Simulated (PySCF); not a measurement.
CaH2O2, SMILES [Ca]([OH])[OH].

The structure is a stationary point at PBE-D3(BJ)/def2-TZVP. One conformer was computed; it need not be the lowest.

The numbers are results of PBE-D3(BJ)/def2-TZVP (PySCF 2.14.0), not measurements.

Frequencies are harmonic and unscaled.

| mode | ν (cm⁻¹) | IR (km/mol) | moving atoms (share of kinetic energy) |
|---|---|---|---|
| 1 | 39 | 31.7 | O 44 %, Ca 42 %, H 15 % |
| 2 | 425 | 272.7 | H 82 %, O 16 % |
| 3 | 426 | 294.2 | H 83 %, O 15 % |
| 4 | 435 | 15.8 | H 88 %, O 12 % |
| 5 | 440 | 0.0 | H 88 %, O 12 % |
| 6 | 530 | 11.8 | O 91 % |
| 7 | 624 | 334.2 | O 51 %, Ca 45 % |
| 8 | 3832 | 2.7 | H 94 % |
| 9 | 3832 | 69.2 | H 94 % |
